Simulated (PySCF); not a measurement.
## MK for M along the third period

r²SCAN with double-zeta basis sets in PySCF, for the lowest determinant that a PBE0 search found; no spin–orbit coupling. De refers to high-spin ground-configuration atoms. A positive dipole means M(−)K(+).

```csv
M,basis,state (unpaired electrons),Re (Å),ωe (cm⁻¹),De (eV),μ (D)
Na,def2-SVPD,singlet (closed shell),3.629,119,0.54,3.04
Mg,def2-SVPD,doublet (σ ↑),3.946,84.1,0.22,2.54
Al,pcseg-1,"triplet (σ ↑, π ↑)",3.382,150,0.79,7.86
Si,x2c-SVPall,"quartet (σ ↑, π ↑↑)",3.076,204,1.67,9.66
P,aug-pcseg-1,triplet (π ↑↑),3.044,210,1.43,9.71
S,x2c-SVPall,doublet (π ↑),2.839,256,2.58,9.72
Cl,def2-SVP,singlet (closed shell),2.671,294,4.22,9.75
```

Q: By what factor does the well depth vary along the series?

A: At r²SCAN it runs from 0.22 eV (KMg) to 4.22 eV (KCl), a factor of 19.2.

The rows differ in basis set, which adds steps of its own.

The state changes along the series, so neighbouring rows are not always alike in their bonding.

Closed-shell solutions of metal pairs were not tested for spin polarisation, which can lower them a little. Weak bonds: KMg. Basis-set superposition, not corrected here, can be much of De in a small basis, most of all at correlated wavefunction levels. Functionals without a dispersion term scatter widely for such bonds, and LDA overbinds them. States were picked by a PBE0 search and need not be the measured ground states.
